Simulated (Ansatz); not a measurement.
Born–Oppenheimer molecular dynamics of C3H9FSi (14 atoms, charge 0, multiplicity 1). It goes on from the last frame of an earlier run, with new velocities.

All numbers below come from Ansatz 0.2.0, RKS PBE-D4/def2-SVP.

```yaml
ensemble: NVT, Nosé–Hoover chain
time_step: 0.5 fs
steps_asked: 150
set_temperature: 1500 K
thermostat: time constant 100 fs, chain length 1
seed: 748408
```

First frame:

```xyz
14
Properties=species:S:1:pos:R:3
Si -0.016 -0.013 -0.049
F 0.118 -0.188 1.581
C 1.877 0.009 -0.581
H 2.173 -0.971 -0.815
H 1.953 0.595 -1.477
H 2.577 0.421 0.104
C -1.018 1.570 -0.501
H -2.076 1.435 -0.361
H -0.568 2.437 0.050
H -0.836 1.704 -1.590
C -0.902 -1.643 -0.818
H -1.827 -1.636 -0.165
H -1.382 -1.326 -1.759
H -0.469 -2.672 -0.827
```

**Question.** How far do the bonds stretch over the last three quarters of this one trajectory? (Pairs bonded in most of those frames.)

**Answer.** 
```json
{"bond": "Si1–F2", "mean (Å)": "1.667", "spread (Å)": "0.045", "shortest": "1.59", "longest": "1.73"}
{"bond": "Si1–C3", "mean (Å)": "1.902", "spread (Å)": "0.070", "shortest": "1.79", "longest": "2.05"}
{"bond": "Si1–C7", "mean (Å)": "1.913", "spread (Å)": "0.076", "shortest": "1.77", "longest": "2.04"}
{"bond": "Si1–C11", "mean (Å)": "1.918", "spread (Å)": "0.112", "shortest": "1.73", "longest": "2.05"}
{"bond": "C3–H4", "mean (Å)": "1.144", "spread (Å)": "0.100", "shortest": "0.99", "longest": "1.29"}
{"bond": "C3–H5", "mean (Å)": "1.119", "spread (Å)": "0.040", "shortest": "1.05", "longest": "1.18"}
{"bond": "C3–H6", "mean (Å)": "1.120", "spread (Å)": "0.040", "shortest": "1.05", "longest": "1.19"}
{"bond": "C7–H8", "mean (Å)": "1.128", "spread (Å)": "0.054", "shortest": "1.04", "longest": "1.22"}
{"bond": "C7–H9", "mean (Å)": "1.117", "spread (Å)": "0.019", "shortest": "1.09", "longest": "1.16"}
{"bond": "C7–H10", "mean (Å)": "1.124", "spread (Å)": "0.053", "shortest": "1.04", "longest": "1.22"}
{"bond": "C11–H12", "mean (Å)": "1.119", "spread (Å)": "0.032", "shortest": "1.07", "longest": "1.17"}
{"bond": "C11–H13", "mean (Å)": "1.114", "spread (Å)": "0.024", "shortest": "1.08", "longest": "1.15"}
{"bond": "C11–H14", "mean (Å)": "1.116", "spread (Å)": "0.015", "shortest": "1.08", "longest": "1.14"}
```

Mean temperature of the second half: 1144 K. The conserved energy stayed within 0.62 meV per atom of its start (net change 0.54 meV per atom), so the integration is sound. The mean temperature of the second half is 24 % below the set value. A run of 0.075 ps of so small a system gives no equilibrium averages.

The run took 5.3 min on 2 threads of Arm Neoverse V2 (shared host), peak memory 0.17 GiB.
